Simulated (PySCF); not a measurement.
C3H6GaNO, SMILES [CH3][Ga]([N]=C=O)[CH3].

Geometry: PBE-D3(BJ)/def2-SVP. One conformer was computed; it need not be the lowest.

Method: PBE-D3(BJ)/def2-SVP (PySCF).

Frequencies are harmonic and unscaled.

### Question
List the normal modes with their intensities. (An estimate is asked for; the answer gives what the named calculation found.)

### Answer

```tsv
mode	ν (cm⁻¹)	IR (km/mol)	moving atoms (share of kinetic energy)
1	18	0.2	O 33 %, C 27 %, N 26 %, H 11 %
2	26	0.0	H 99 %
3	35	0.3	H 98 %
4	67	0.7	N 54 %, O 23 %, C 14 %
5	137	2.1	C 53 %, H 33 %, Ga 11 %
6	155	4.3	Ga 35 %, C 24 %, H 22 %, N 18 %
7	180	14.0	N 49 %, C 24 %, H 14 %, Ga 13 %
8	402	63.6	O 32 %, Ga 29 %, C 24 %, N 15 %
9	533	21.0	C 72 %, H 20 %, Ga 8 %
10	574	13.2	C 73 %, O 16 %, N 11 %
11	595	51.8	C 55 %, Ga 26 %, H 18 %
12	597	20.9	C 72 %, O 15 %, N 13 %
13	611	0.0	H 86 %, C 14 %
14	700	22.6	H 81 %, C 18 %
15	715	46.4	H 77 %, C 20 %
16	750	78.3	H 77 %, C 21 %
17	1171	12.2	H 79 %, C 20 %
18	1171	1.5	H 82 %, C 18 %
19	1372	1.5	H 95 %
20	1376	0.0	H 95 %
21	1379	0.5	H 96 %
22	1381	4.7	H 95 %
23	1425	12.1	N 55 %, O 43 %
24	2365	1256.7	C 70 %, N 19 %, O 11 %
25	2980	2.7	H 97 %
26	2981	0.3	H 97 %
27	3077	0.0	H 91 %, C 9 %
28	3078	3.0	H 91 %, C 9 %
29	3099	0.1	H 91 %, C 9 %
30	3099	10.7	H 90 %, C 10 %
```
